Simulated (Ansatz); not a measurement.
Steps of a relaxation of C₂H₇ClSn (`[CH3][SnH]([CH3])[Cl]`) with RKS PBE-D4/def2-SVP.

```sh
$ ansatz run in.yaml --threads 4 --pin off --events-out ev --progress --plain --max-ram 10444MiB
```

```yaml
crystal:
  periodic: [false, false, false]
  atoms:
    - {symbol: C, position_ang: [-0.983400, 1.403000, -0.270600]}
    - {symbol: Sn, position_ang: [-0.523900, -0.626300, -0.087200]}
    - {symbol: C, position_ang: [1.501100, -0.786200, 0.487000]}
    - {symbol: Cl, position_ang: [-0.757000, -1.694000, -2.158000]}
    - {symbol: H, position_ang: [-0.381200, 1.909100, -1.068600]}
    - {symbol: H, position_ang: [-0.881400, 1.974600, 0.689400]}
    - {symbol: H, position_ang: [-2.067400, 1.540700, -0.584700]}
    - {symbol: H, position_ang: [-1.500000, -1.349600, 1.121300]}
    - {symbol: H, position_ang: [2.180100, -0.296900, -0.227400]}
    - {symbol: H, position_ang: [1.683900, -0.273100, 1.496600]}
    - {symbol: H, position_ang: [1.794500, -1.858400, 0.622700]}
basis:
  gaussian: {orbitals: def2-SVP}
hamiltonian: {xc: pbe, dispersion: d4}
relax: {f_tol: 0.03, max_steps: 200}
```

Positions (Å) and forces (eV/Å) along the path, 4 of 4 steps:

```xyz
11
step=1 energy=-20529.2773 eV
C    -0.983    1.403   -0.271   -1.275    1.701   -0.633
Sn   -0.524   -0.626   -0.087    0.139   -0.150    0.750
C     1.501   -0.786    0.487    1.012   -0.160    1.414
Cl   -0.757   -1.694   -2.158   -0.142   -0.267   -0.487
H    -0.381    1.909   -1.069   -0.057   -0.232    0.368
H    -0.881    1.975    0.689    0.170   -0.368   -0.296
H    -2.067    1.541   -0.585    0.735   -0.169    0.212
H    -1.500   -1.350    1.121   -0.276   -0.269    0.010
H     2.180   -0.297   -0.227    0.090   -0.024   -0.276
H     1.684   -0.273    1.497   -0.372   -0.443   -0.898
H     1.794   -1.858    0.623   -0.024    0.381   -0.164
11
step=2 energy=-20529.4027 eV
C    -1.072    1.486   -0.319   -0.068    0.393    0.138
Sn   -0.489   -0.574    0.025   -0.435   -0.490   -0.193
C     1.604   -0.839    0.522    0.122    0.269    0.586
Cl   -0.802   -1.672   -2.078    0.046    0.001   -0.087
H    -0.421    1.955   -1.091   -0.027   -0.170    0.153
H    -0.923    2.020    0.647   -0.014    0.046   -0.161
H    -2.135    1.627   -0.632    0.302   -0.323    0.116
H    -1.619   -1.485    1.041    0.350    0.336   -0.097
H     2.248   -0.349   -0.233   -0.078    0.008   -0.060
H     1.762   -0.325    1.505    0.048   -0.168   -0.297
H     1.914   -1.900    0.633   -0.245    0.100   -0.096
11
step=3 energy=-20529.4626 eV
C    -1.052    1.481   -0.295   -0.204    0.186   -0.076
Sn   -0.499   -0.590   -0.004   -0.087   -0.058    0.068
C     1.584   -0.817    0.534    0.124   -0.023    0.205
Cl   -0.785   -1.675   -2.126    0.034    0.070    0.096
H    -0.404    1.932   -1.074   -0.020   -0.060    0.065
H    -0.939    2.057    0.650    0.020   -0.128   -0.089
H    -2.111    1.552   -0.631    0.197   -0.055    0.065
H    -1.578   -1.436    1.078    0.097    0.077   -0.084
H     2.219   -0.335   -0.235   -0.023   -0.028   -0.020
H     1.786   -0.333    1.518   -0.108   -0.082   -0.189
H     1.844   -1.893    0.606   -0.030    0.101   -0.039
11
step=4 energy=-20529.4687 eV
C    -1.054    1.483   -0.300    0.002   -0.025   -0.003
Sn   -0.501   -0.588    0.001    0.019    0.028    0.011
C     1.584   -0.816    0.533   -0.020   -0.002   -0.009
Cl   -0.779   -1.666   -2.115    0.007    0.002   -0.009
H    -0.395    1.926   -1.071   -0.010   -0.006    0.008
H    -0.933    2.038    0.651   -0.006    0.003   -0.008
H    -2.106    1.545   -0.634    0.007    0.006    0.000
H    -1.569   -1.424    1.081   -0.003    0.001    0.008
H     2.211   -0.331   -0.238   -0.005   -0.006    0.007
H     1.766   -0.334    1.514    0.010   -0.008   -0.005
H     1.842   -1.890    0.597   -0.001    0.006   -0.001
```

Run time 4.3 s (4 threads of an AMD EPYC 7B13 on a shared host); peak host memory 0.17 GiB.
